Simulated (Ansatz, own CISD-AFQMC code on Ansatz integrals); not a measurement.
CH6Si2, SMILES `C[SiH]=[SiH2]` (charge 0, multiplicity 1).

Cartesian coordinates (Å):
```xyz
9

C      1.5675    -0.2210     0.1570
Si    -0.0419     0.6819    -0.1390
Si    -1.9730    -0.2447    -0.0413
H      1.4132    -1.2993     0.0971
H      1.9772     0.0215     1.1401
H      2.3053     0.0638    -0.5972
H      0.0480     2.1518     0.0468
H     -3.1824     0.5447    -0.3697
H     -2.1139    -1.6987    -0.2938
```
Charge 0, spin multiplicity 1.

Frozen-core correlation energies in cc-pVDZ at a geometry from PBE0-D3(BJ)/def2-TZVP, on an HF energy of -619.16024 Ha (<S^2> = 0.00, restricted and unstable towards unrestricted orbitals). Wave-function levels are from Ansatz, the walk from an own CISD-AFQMC code on Ansatz integrals (time step 0.005/Ha, trial state from CCSD amplitudes, largest double 0.16).

```tsv
level	correlation energy (mHa)
MP2	-344.0
CCSD	-398.4
CCSD(T)	-412.3
```

Task: What correlation energy does phaseless AFQMC give, and where does it lie among these levels?

Result: -413.5 ± 0.4 mHa (one standard error). AFQMC minus each level: MP2 -69.6 mHa, CCSD -15.2 mHa, CCSD(T) -1.3 mHa.
